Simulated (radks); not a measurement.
The tungsten ion W44+, configuration [Ar] 3d10 4s2.

Calculated with a radial shooting solver on a logarithmic mesh with Libxc functionals: scalar-relativistic Kohn-Sham, PBE, spin-unpolarised, spherical densities, point nucleus.

Energy parts (eV):
part                      energy
total                 -403622.69
kinetic                448171.55
electron-nucleus      -924158.12
Hartree                 78910.21
exchange-correlation    -6546.34

Orbitals (lengths in bohr, moments of r in powers of bohr; r(max) is where P^2 peaks):
| orbital | occ. | eigenvalue (eV) | <1/r> | r(max) |
|---|---|---|---|---|
| 1s | 2 | -71687.50 | 87.13 | 0.01145 |
| 2s | 2 | -14146.30 | 20.41 | 0.06560 |
| 2p | 6 | -12646.06 | 18.48 | 0.05381 |
| 3s | 2 | -4809.496 | 7.693 | 0.1836 |
| 3p | 6 | -4362.945 | 7.120 | 0.1812 |
| 3d | 10 | -3868.167 | 6.731 | 0.1469 |
| 4s | 2 | -2337.965 | 3.783 | 0.3882 |

The highest occupied level is 4s at -2338.0 eV. The density falls to 0.001 e/bohr^3 at r = 0.92 bohr. Summed over all electrons, <r^2> = 1.120 bohr^2, which gives a Langevin (diamagnetic) susceptibility term of -0.887 x 10^-6 cm^3/mol.
